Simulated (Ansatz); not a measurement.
`CCCCCC[Si](OC)(OC)OC` with charge -1. The state is a doublet with charge -1. Geometry PBE-D4/def2-SVP, that of the neutral singlet.

```xyz
35

C    -3.019   -2.821   -1.779
C    -1.709   -2.054   -1.966
C    -1.920   -0.581   -2.335
C    -0.629    0.203   -2.617
C     0.392    0.225   -1.469
C    -0.134    0.830   -0.156
Si    1.129    0.803    1.221
O     2.557    1.591    0.862
C     2.791    2.980    0.985
O     0.578    1.543    2.624
C    -0.624    1.213    3.287
O     1.510   -0.806    1.452
C     2.585   -1.258    2.258
H    -2.841   -3.882   -1.509
H    -3.631   -2.810   -2.705
H    -3.637   -2.372   -0.973
H    -1.104   -2.126   -1.036
H    -1.096   -2.544   -2.757
H    -2.575   -0.522   -3.232
H    -2.495   -0.083   -1.522
H    -0.136   -0.226   -3.518
H    -0.896    1.249   -2.886
H     0.757   -0.805   -1.267
H     1.290    0.793   -1.794
H    -0.470    1.880   -0.310
H    -1.031    0.277    0.202
H     2.375    3.546    0.120
H     3.886    3.158    1.009
H     2.347    3.396    1.916
H    -0.677    1.782    4.239
H    -0.686    0.128    3.534
H    -1.525    1.477    2.686
H     3.536   -0.741    2.001
H     2.718   -2.347    2.092
H     2.387   -1.094    3.342
```

At PBE-D4/def2-SVP, PBE0-D4/def2-SVP the highest occupied level of the charge -1 doublet lies above zero (up to 3.77 eV). By energy differences it is unbound by 2.13 eV (vertical, against the charge 0 singlet, at PBE-D4/def2-SVP) and held by the finite basis.

Problem. Estimate the α-spin orbital energies around the gap (eV) in Ansatz with PBE-D4/def2-SVP, PBE0-D4/def2-SVP.

Solution. 
```json
{"orbital": "HOMO−5", "PBE-D4/def2-SVP": "-3.44", "PBE0-D4/def2-SVP": "-5.00"}
{"orbital": "HOMO−4", "PBE-D4/def2-SVP": "-3.25", "PBE0-D4/def2-SVP": "-4.86"}
{"orbital": "HOMO−3", "PBE-D4/def2-SVP": "-2.83", "PBE0-D4/def2-SVP": "-4.48"}
{"orbital": "HOMO−2", "PBE-D4/def2-SVP": "-2.65", "PBE0-D4/def2-SVP": "-4.27"}
{"orbital": "HOMO−1", "PBE-D4/def2-SVP": "-2.55", "PBE0-D4/def2-SVP": "-3.97"}
{"orbital": "HOMO", "PBE-D4/def2-SVP": "3.77", "PBE0-D4/def2-SVP": "3.75"}
{"orbital": "LUMO", "PBE-D4/def2-SVP": "4.16", "PBE0-D4/def2-SVP": "4.86"}
{"orbital": "LUMO+1", "PBE-D4/def2-SVP": "4.30", "PBE0-D4/def2-SVP": "5.05"}
{"orbital": "LUMO+2", "PBE-D4/def2-SVP": "4.52", "PBE0-D4/def2-SVP": "5.31"}
{"orbital": "LUMO+3", "PBE-D4/def2-SVP": "4.63", "PBE0-D4/def2-SVP": "5.48"}
{"orbital": "LUMO+4", "PBE-D4/def2-SVP": "4.81", "PBE0-D4/def2-SVP": "5.71"}
{"orbital": "LUMO+5", "PBE-D4/def2-SVP": "4.92", "PBE0-D4/def2-SVP": "5.81"}
{"orbital": "β HOMO", "PBE-D4/def2-SVP": "-2.52", "PBE0-D4/def2-SVP": "-3.93"}
{"orbital": "β LUMO", "PBE-D4/def2-SVP": "3.92", "PBE0-D4/def2-SVP": "4.82"}
```
